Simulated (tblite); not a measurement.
Record of a relaxation.

Species: C₅H₁₂O₂Si.
SMILES with atom numbers: `[CH2:1]=[CH:2][C@@:3]([CH3:4])([CH2:5][OH:6])[O:7][SiH3:8]` (hydrogens: H9, H10 on C1; H11 on C2; H12, H13, H14 on C4; H15, H16 on C5; H17 on O6; H18, H19, H20 on Si8)

Computed with GFN2-xTB (tblite), gas phase: L-BFGS steps from a force-field or distance-geometry start until the largest atomic force falls under 0.01 eV/Å. 4 of its 181 geometries are shown.

Step 0: E = -725.7238 eV, largest atomic force 2.930 eV/Å
```
atom  x, y, z in Å  |  force x, y, z in eV/Å
C1     -0.648    1.822   -1.052    0.329  -0.245  -0.937
C2     -0.119    0.609   -1.233   -0.208   1.331   0.000
C3     -0.259   -0.334   -0.063   -0.633   0.930  -2.084
C4     -1.700   -0.818   -0.181   -1.093  -1.008   0.034
C5      0.632   -1.517   -0.082    0.623  -1.589   0.260
O6      0.320   -2.247    1.077   -0.369  -0.504   1.007
O7     -0.036    0.420    1.056    2.118   0.896   1.815
Si8     1.522    1.132    1.133   -0.615   0.042   0.677
H9     -1.148    2.043   -0.119    0.067   0.184  -0.305
H10    -0.606    2.586   -1.831   -0.094  -0.298   0.458
H11     0.388    0.340   -2.141    0.018  -0.251  -0.050
H12    -2.001   -0.733   -1.239   -0.122   0.099   0.521
H13    -2.414   -0.267    0.465    0.571  -0.295  -0.462
H14    -1.751   -1.907    0.045   -0.218   0.685   0.137
H15     1.713   -1.285    0.004   -0.515  -0.049  -0.477
H16     0.429   -2.209   -0.930    0.272   0.555   0.071
H17    -0.344   -1.750    1.606    0.711  -0.279  -0.348
H18     2.389    0.625    0.056   -0.057   0.188   0.193
H19     1.473    2.589    0.963   -0.290  -0.162  -0.057
H20     2.155    0.910    2.462   -0.497  -0.232  -0.455
```

Step 60: E = -726.7673 eV, largest atomic force 0.049 eV/Å
```
atom  x, y, z in Å  |  force x, y, z in eV/Å
C1     -0.518    1.810   -1.349   -0.013   0.001  -0.009
C2     -0.089    0.562   -1.323    0.000   0.002   0.004
C3     -0.270   -0.365   -0.148   -0.015   0.003   0.001
C4     -1.755   -0.682    0.065   -0.030  -0.008   0.002
C5      0.513   -1.675   -0.381   -0.007   0.019   0.003
O6      0.452   -2.514    0.738    0.027  -0.002  -0.027
O7      0.217    0.181    1.061    0.008  -0.009  -0.017
Si8     1.389    1.228    1.436   -0.004  -0.015  -0.010
H9     -1.038    2.248   -0.514    0.010  -0.002  -0.002
H10    -0.363    2.444   -2.205   -0.004   0.005   0.011
H11     0.428    0.140   -2.175   -0.009  -0.011   0.016
H12    -2.212   -0.993   -0.870    0.020  -0.012  -0.015
H13    -2.271    0.199    0.436    0.016   0.006   0.005
H14    -1.848   -1.483    0.794   -0.018   0.010   0.001
H15     1.558   -1.411   -0.615   -0.014  -0.043   0.016
H16     0.085   -2.234   -1.216    0.027   0.041   0.000
H17     0.594   -1.955    1.514    0.014   0.010   0.021
H18     2.610    1.028    0.648   -0.028   0.000  -0.002
H19     0.941    2.611    1.263    0.030  -0.005  -0.006
H20     1.573    0.870    2.836   -0.008   0.009   0.010
```

Step 120: E = -726.7916 eV, largest atomic force 0.067 eV/Å
```
atom  x, y, z in Å  |  force x, y, z in eV/Å
C1     -0.589    1.889   -1.357    0.030  -0.017  -0.010
C2     -0.305    0.601   -1.394   -0.042   0.048   0.020
C3     -0.325   -0.293   -0.181    0.007  -0.020  -0.008
C4     -1.762   -0.777    0.058    0.011  -0.026  -0.008
C5      0.613   -1.498   -0.402   -0.018  -0.022  -0.004
O6      0.644   -2.344    0.712    0.036   0.000  -0.019
O7      0.072    0.362    0.997    0.002   0.015  -0.003
Si8     1.435    1.057    1.510    0.011   0.030  -0.012
H9     -0.819    2.386   -0.430    0.011   0.000  -0.001
H10    -0.597    2.495   -2.247    0.011   0.018   0.003
H11    -0.092    0.100   -2.329    0.011   0.013   0.048
H12    -2.147   -1.255   -0.837   -0.040   0.001  -0.012
H13    -2.390    0.072    0.318    0.018  -0.032  -0.023
H14    -1.770   -1.491    0.878   -0.010  -0.023  -0.005
H15     1.621   -1.119   -0.637   -0.043   0.005   0.027
H16     0.262   -2.099   -1.243   -0.025  -0.019   0.004
H17     0.753   -1.790    1.496    0.000  -0.013  -0.008
H18     2.627    0.234    1.267    0.008   0.035   0.002
H19     1.644    2.366    0.886    0.026  -0.034   0.008
H20     1.121    1.114    2.932   -0.004   0.041  -0.001
```

Step 180: E = -726.8162 eV, largest atomic force 0.006 eV/Å
```
atom  x, y, z in Å  |  force x, y, z in eV/Å
C1     -0.538    1.942   -1.289    0.001  -0.006  -0.002
C2     -0.405    0.633   -1.362   -0.002   0.003   0.003
C3     -0.358   -0.291   -0.171   -0.002  -0.005   0.000
C4     -1.761   -0.866    0.071   -0.001  -0.003   0.002
C5      0.635   -1.438   -0.448   -0.001   0.000   0.001
O6      0.711   -2.345    0.616    0.000   0.001  -0.001
O7      0.025    0.380    1.002    0.001  -0.003  -0.001
Si8     1.412    1.041    1.504   -0.003   0.001   0.001
H9     -0.603    2.448   -0.340    0.000  -0.002  -0.003
H10    -0.587    2.559   -2.170    0.000   0.003   0.001
H11    -0.355    0.127   -2.316    0.001   0.004  -0.002
H12    -2.157   -1.285   -0.849   -0.003   0.002  -0.001
H13    -2.420   -0.074    0.419    0.004  -0.001  -0.002
H14    -1.710   -1.647    0.826    0.001   0.001   0.002
H15     1.621   -0.996   -0.658   -0.005  -0.001  -0.001
H16     0.310   -2.013   -1.317    0.004   0.003   0.002
H17     0.830   -1.839    1.430    0.002   0.004   0.001
H18     2.433    0.027    1.808   -0.004   0.000   0.001
H19     1.996    1.965    0.531    0.002   0.000   0.001
H20     0.916    1.684    2.711    0.004  -0.001  -0.001
```

Problem. Summarise the path.

Solution. The energy falls by 25.19 kcal/mol from step 0 to step 180; nine tenths of that is first reached at step 24. It rises by more than 0.2 meV at step 112. The largest force goes from 2.930 to 0.006 eV/Å. Among the bonds O7–Si8 changes most, from 1.714 to 1.616 Å; the atoms move by 0.774 Å rms after alignment.

What follows is the cost of the whole relaxation. The run took 2.4 s of wall time on one thread, Arm Neoverse N1 (aarch64) (shared host).
